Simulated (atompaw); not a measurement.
**Ar (Z = 18): one change to a PAW (atompaw) potential, before and after**

Ar (Z = 18), PAW, made with atompaw 4.2.0.5 (PBE, scalar-relativistic). Core [Ne], reference 3s2 3p4 (charge +2). Waves: 3s (bound): rc 1.00 bohr; 3s channel at -3.1 Ry: rc 1.00 bohr; 3p (bound): rc 1.45 bohr; 3p channel at -0.25 Ry: rc 1.45 bohr. Local part: vpsmatchnc scheme with l = 2 at 0.5 Ry, radius 1.15 bohr. Core correction: smooth core density matched at 0.90 bohr. Augmentation charge: sinc compensation charge, radius 1.05 bohr; PAW radius 1.45 bohr; waves and projectors: custom rrkj gramschmidtortho.

Change: wave 3p (bound): rc 1.45 bohr becomes 3p (bound): rc 1.20 bohr.

Cutoffs: the cutoffs (Ry, on a coarse ladder) from which the occupation-weighted sum of valence levels, in a spherical-Bessel basis at the reference potential, stays within 10 and 1 mRy of its value at 400 Ry; they do not see the model core or the augmentation charge, which bear on the density cutoff.

Q: What does the change do?

A: The potential gets neither clearly harder nor softer (40 Ry and 80 Ry → 40 Ry and 80 Ry); both files keep a bound ghost (s); the range in which the p phases agree narrows (upper end at the end of the scan → 1.8).

| quantity | base | changed |
| --- | --- | --- |
| cutoff, loose | 40 Ry | 40 Ry |
| cutoff, tight | 80 Ry | 80 Ry |
| loose cutoff by channel (10 mRy a level) | s 40 Ry, p 25 Ry | s 40 Ry, p 21 Ry |
| bound ghosts | s | s |
| s: phases at 1.45 bohr within 0.05 rad from the reference energy up to (Ry; the scan ends near 5) | to the end of the scan | to the end of the scan |
| p: phases at 1.45 bohr within 0.05 rad from the reference energy up to (Ry; the scan ends near 5) | to the end of the scan | 1.8 |
| lowest overlap eigenvalue by channel | s 0.62, p 0.63 | s 0.62, p 0.55 |

 A true bound ghost makes a file unfit for plane-wave use even where its test errors are small: the radial tests pick states by their node count and pass the ghost by. The cutoffs see the waves, projectors and local potential, not the compensation charge or the core.
